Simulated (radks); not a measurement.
Question: The mean radii <r> (bohr) of the occupied orbitals of an atom or ion are listed with their occupations. Calculated with a radial shooting solver on a logarithmic mesh with Libxc functionals: Dirac Kohn-Sham, PBE, spin-unpolarised, spherical densities, point nucleus.

orbital     occ.      <r>
1s1/2          2  0.01803
2s1/2          2  0.07557
2p1/2          2  0.06246
2p3/2          4  0.07053
3s1/2          2   0.1967
3p1/2          2   0.1868
3p3/2          4   0.2016
3d3/2          4   0.1763
3d5/2          6   0.1808
4s1/2          2   0.4324
4p1/2          2   0.4350
4p3/2          4   0.4646
4d3/2          4   0.4700
4d5/2          6   0.4792
4f5/2    3.85714   0.4833
4f7/2    5.14286   0.4876

Name the element and its charge. Open shells, if any, are shared by 2j + 1.

Answer: Z = 75, rhenium, charge +20: Re20+ in [Kr] 4d10 4f9. The 1s radius gives Z: for a bare nucleus <r> = (2 gamma + 1)/(2Z) with gamma = sqrt(1 - (Z/c)^2), 0.01783 bohr for Z = 75, and screening makes it slightly larger (0.01803 here). The occupations add up to 55, and the charge is Z minus that.
